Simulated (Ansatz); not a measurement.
# What each rung costs, and what it gives

Saddle point of SiH₆SeO, singlet (SiH₄O ([OH][SiH3]) + H₂Se → SiH₄Se ([SiH3][SeH]) + H₂O; bonds formed: Si1–Se7, O2–H6; bonds broken: Si1–O2, H6–Se7), PBE0-D4/def2-TZVP structure:

```csv
atom,x (Å),y (Å),z (Å)
Si1,-0.5281,-0.7192,-0.0833
O2,0.0946,0.4707,1.1961
H3,-1.1406,-0.2717,-1.3552
H4,0.0956,-2.0564,-0.0279
H5,-1.7489,-0.8695,0.7940
H6,0.8842,0.9130,0.6991
Se7,1.7782,0.2572,-1.0358
H8,-0.5242,1.0296,1.6866
H9,1.0890,1.2463,-1.8737
```

Barriers are electronic and count from the start structure reached by relaxing down the imaginary mode.

Ansatz 0.2.0; basis: as named in each row; cores frozen in the correlated methods. Filled d shells of the heavier atoms are correlated. The def2 sets are not built for correlating such inner shells, so the correlated values are less sure here. B3LYP uses VWN-RPA correlation. Extrapolation: Hartree–Fock as exp(−7.88 √X), correlation as X^−2.97.

Times are rough, for one single point on 4 threads of a shared host (Arm Neoverse V1).

The estimate by CCSD(T) at an estimated basis limit (MP2 extrapolated from triple and quadruple zeta, plus CCSD(T) − MP2 in triple zeta) is 30.07 kcal/mol.

```json
{"method": "HF", "basis": "STO-3G", "time (s)": "under 1", "barrier (kcal/mol)": "32.55", "method less estimate": "2.48"}
{"method": "PBE-D4", "basis": "STO-3G", "time (s)": "under 1", "barrier (kcal/mol)": "5.92", "method less estimate": "-24.16"}
{"method": "SPW92", "basis": "def2-SVP", "time (s)": "under 1", "barrier (kcal/mol)": "13.03", "method less estimate": "-17.05"}
{"method": "SPW92", "basis": "def2-TZVPP", "time (s)": "1", "barrier (kcal/mol)": "15.97", "method less estimate": "-14.10"}
{"method": "PBE-D4", "basis": "def2-SVP", "time (s)": "1", "barrier (kcal/mol)": "20.34", "method less estimate": "-9.73"}
{"method": "B3LYP-D4", "basis": "6-31G", "time (s)": "2", "barrier (kcal/mol)": "17.95", "method less estimate": "-12.12"}
{"method": "PBE-D4", "basis": "def2-TZVPP", "time (s)": "2", "barrier (kcal/mol)": "22.61", "method less estimate": "-7.46"}
{"method": "BLYP-D4", "basis": "def2-TZVPP", "time (s)": "2", "barrier (kcal/mol)": "27.97", "method less estimate": "-2.10"}
{"method": "PBE0-D4", "basis": "def2-SVP", "time (s)": "2", "barrier (kcal/mol)": "23.23", "method less estimate": "-6.84"}
{"method": "BHLYP-D4", "basis": "def2-TZVPP", "time (s)": "2", "barrier (kcal/mol)": "32.78", "method less estimate": "2.70"}
{"method": "B3LYP-D4", "basis": "def2-TZVPP", "time (s)": "2", "barrier (kcal/mol)": "29.77", "method less estimate": "-0.31"}
{"method": "PBE0-D4", "basis": "def2-TZVPP", "time (s)": "2", "barrier (kcal/mol)": "25.34", "method less estimate": "-4.73"}
{"method": "CAM-B3LYP-D4", "basis": "def2-TZVPP", "time (s)": "3", "barrier (kcal/mol)": "31.59", "method less estimate": "1.52"}
{"method": "r2SCAN-D4", "basis": "def2-TZVPP", "time (s)": "3", "barrier (kcal/mol)": "26.16", "method less estimate": "-3.91"}
{"method": "CCSD(T)", "basis": "def2-SVP", "time (s)": "4", "barrier (kcal/mol)": "32.99", "method less estimate": "2.92"}
{"method": "RPA on PBE", "basis": "def2-TZVPP", "time (s)": "4", "barrier (kcal/mol)": "33.18", "method less estimate": "3.10"}
{"method": "r2SCAN0-D4", "basis": "def2-TZVPP", "time (s)": "4", "barrier (kcal/mol)": "27.44", "method less estimate": "-2.63"}
{"method": "B2PLYP", "basis": "def2-TZVPP", "time (s)": "4", "barrier (kcal/mol)": "31.70", "method less estimate": "1.63"}
{"method": "PBE-QIDH", "basis": "def2-TZVPP", "time (s)": "4", "barrier (kcal/mol)": "28.35", "method less estimate": "-1.73"}
{"method": "wB97M-V", "basis": "def2-SVP", "time (s)": "6", "barrier (kcal/mol)": "26.08", "method less estimate": "-3.99"}
{"method": "wB97X-V", "basis": "def2-TZVPP", "time (s)": "6", "barrier (kcal/mol)": "30.64", "method less estimate": "0.56"}
{"method": "B97M-V", "basis": "def2-TZVPP", "time (s)": "8", "barrier (kcal/mol)": "30.48", "method less estimate": "0.41"}
{"method": "wB97M-V", "basis": "def2-TZVPP", "time (s)": "8", "barrier (kcal/mol)": "28.72", "method less estimate": "-1.36"}
{"method": "MP2", "basis": "def2-QZVPP", "time (s)": "18", "barrier (kcal/mol)": "29.16", "method less estimate": "-0.91"}
{"method": "CCSD(T)", "basis": "def2-TZVPP", "time (s)": "81", "barrier (kcal/mol)": "31.60", "method less estimate": "1.53"}
```

All methods are single points on the PBE0-D4 structures.

No T1 diagnostic of these runs exceeds 0.011.

Labels in which every atom is bracketed show which atoms are joined, not bond orders.
